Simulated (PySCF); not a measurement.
# Computed records: CH8OSi2, BClH3O, AlBH5NSi, CH4Al

All values are calculated (PySCF 2.14.0). Calculation on a computer-drawn molecule: the log of a Hartree-Fock and frozen-core CCSD(T) single point meant for a local Hartree-Fock minimum, with one planted fault or none, to be diagnosed. Offsets are logged minus clean, where the clean run is the same molecule without the fault. The reference is restricted for singlets and unrestricted otherwise, and also for a bond in bohr or an excited solution. Adding or removing an electron swaps singlet and doublet. The excited solution moves the top pair (singlet) or top alpha electron (doublet) to the lowest empty orbital. Highest occupied and lowest empty are orbital energies over both spins, largest force is the largest gradient component, triples share is (T) over the correlation energy, the T1 limit is 0.02 restricted and 0.045 unrestricted, electrons count all cores, a negative frequency is imaginary (commonest isotopes), and the dipole is about the centre of nuclear charge.

Common to all runs: meant multiplicity 1; logged SCF converged yes; logged CC converged yes; logged SCF stable within its kind yes; possible faults no fault, one electron removed, one electron added, multiplicity raised by two, geometry at a saddle point, SCF held on an excited solution, minimal basis STO-3G, one bond length entered in bohr, all coordinates scaled.

(1) 
```xyz
12
formula=CH8OSi2 meant_charge=0 meant_basis=cc-pV(D+d)Z logged_electrons=50 logged_basis_functions=114 logged_spin_squared=0.988 logged_highest_occupied=-8.5887 logged_lowest_empty=1.3803 logged_largest_force=0.026121 logged_T1_diagnostic=0.034046 logged_D1_diagnostic=0.23056 logged_triples_share=0.022803 logged_dipole_magnitude=2.5011 logged_energy_HF=-695.20227 logged_energy_CCSD(T)=-695.7761 planted_fault=one_bond_length_entered_in_bohr,row_3_of_the_drawn_bonds HF_energy_offset_from_clean_run=100 CCSD(T)_energy_offset_from_clean_run=119.5
C     -2.1949     0.2466     0.2380
Si    -1.2646     0.4639     1.8407
O      0.0388     1.4366     1.5899
Si     2.5795     2.9588     2.4869
H     -1.5574    -0.2106    -0.5233
H     -2.5445     1.2098    -0.1429
H     -3.0661    -0.3985     0.3863
H     -0.7986    -0.8467     2.3514
H     -2.1373     1.0801     2.8673
H      3.5816     2.0109     3.0217
H      3.1483     3.6654     1.3219
H      2.2418     3.9423     3.5392
```

Units: logged_highest_occupied, logged_lowest_empty in eV; logged_largest_force in hartree/bohr; logged_dipole_magnitude in debye; logged_energy_HF, logged_energy_CCSD(T) in hartree; HF_energy_offset_from_clean_run, CCSD(T)_energy_offset_from_clean_run in kcal/mol.

Drawn bonds:
```
atom  other atom  order
   1           2      1
   2           3      1
   3           4      1
   1           5      1
   1           6      1
   1           7      1
   2           8      1
   2           9      1
   4          10      1
   4          11      1
   4          12      1
```

(2) 
```xyz
6
formula=BClH3O meant_charge=-1 meant_basis=aug-cc-pV(D+d)Z logged_electrons=34 logged_basis_functions=22 logged_spin_squared=0 logged_highest_occupied=-1.5541 logged_lowest_empty=17.228 logged_largest_force=0.046126 logged_T1_diagnostic=0.010404 logged_D1_diagnostic=0.043957 logged_triples_share=0.018225 logged_dipole_magnitude=2.1069 logged_energy_HF=-554.52249 logged_energy_CCSD(T)=-554.62389 planted_fault=minimal_basis_STO-3G HF_energy_offset_from_clean_run=4011 CCSD(T)_energy_offset_from_clean_run=4272
O     -2.1180    -0.8579     2.7809
B     -2.3690    -0.1262     1.5893
Cl    -0.4470    -0.0230     0.4864
H     -1.5443    -0.3715     3.3459
H     -3.0726    -0.7195     0.8030
H     -2.5634     1.0696     1.7149
```

Units: logged_highest_occupied, logged_lowest_empty in eV; logged_largest_force in hartree/bohr; logged_dipole_magnitude in debye; logged_energy_HF, logged_energy_CCSD(T) in hartree; HF_energy_offset_from_clean_run, CCSD(T)_energy_offset_from_clean_run in kcal/mol.

Drawn bonds:
```
atom  other atom  order
   1           2      1
   2           3      1
   1           4      1
   2           5      1
   2           6      1
```

(3) 
```xyz
9
formula=AlBH5NSi meant_charge=0 meant_basis=cc-pV(D+d)Z logged_electrons=44 logged_basis_functions=33 logged_spin_squared=0 logged_highest_occupied=-4.3493 logged_lowest_empty=6.8505 logged_largest_force=0.025801 logged_T1_diagnostic=0.013933 logged_D1_diagnostic=0.054225 logged_triples_share=0.017991 logged_dipole_magnitude=1.592 logged_energy_HF=-605.61175 logged_energy_CCSD(T)=-605.80514 planted_fault=minimal_basis_STO-3G HF_energy_offset_from_clean_run=4581 CCSD(T)_energy_offset_from_clean_run=4751
B     -2.7462    -0.8991    -0.3500
Si    -2.2078     0.4177     1.1082
N     -0.9222     1.5045     0.6661
Al     0.6210     1.9219     1.5237
H     -2.5740    -0.6637    -1.5166
H     -3.2940    -1.9342    -0.0808
H     -1.7437    -0.2970     2.3282
H     -3.4621     1.1360     1.4842
H     -1.0875     1.9723    -0.2155
```

Units: logged_highest_occupied, logged_lowest_empty in eV; logged_largest_force in hartree/bohr; logged_dipole_magnitude in debye; logged_energy_HF, logged_energy_CCSD(T) in hartree; HF_energy_offset_from_clean_run, CCSD(T)_energy_offset_from_clean_run in kcal/mol.

Drawn bonds:
```
atom  other atom  order
   1           2      1
   2           3      1
   3           4      1
   1           5      1
   1           6      1
   2           7      1
   2           8      1
   3           9      1
```

(4) 
```xyz
6
formula=CH4Al meant_charge=1 meant_basis=cc-pV(D+d)Z logged_electrons=22 logged_basis_functions=57 logged_spin_squared=0.7092 logged_highest_occupied=-16.967 logged_lowest_empty=-5.0412 logged_largest_force=0.02457 logged_T1_diagnostic=0.083532 logged_D1_diagnostic=0.28626 logged_triples_share=0.041304 logged_dipole_magnitude=2.1526 logged_energy_HF=-281.71922 logged_energy_CCSD(T)=-281.94592 planted_fault=one_bond_length_entered_in_bohr,row_3_of_the_drawn_bonds HF_energy_offset_from_clean_run=81 CCSD(T)_energy_offset_from_clean_run=82.57
C     -1.7868     1.6506    -1.2525
Al    -1.2062     3.3312    -0.5319
H     -1.4517     0.8315    -0.6100
H     -3.8495     1.6065    -1.3724
H     -1.3707     1.5084    -2.2538
H     -0.7385     4.6849     0.0488
```

Units: logged_highest_occupied, logged_lowest_empty in eV; logged_largest_force in hartree/bohr; logged_dipole_magnitude in debye; logged_energy_HF, logged_energy_CCSD(T) in hartree; HF_energy_offset_from_clean_run, CCSD(T)_energy_offset_from_clean_run in kcal/mol.

Drawn bonds:
```
atom  other atom  order
   1           2      1
   1           3      1
   1           4      1
   1           5      1
   2           6      1
```

Notes: T1 above single-reference limit.
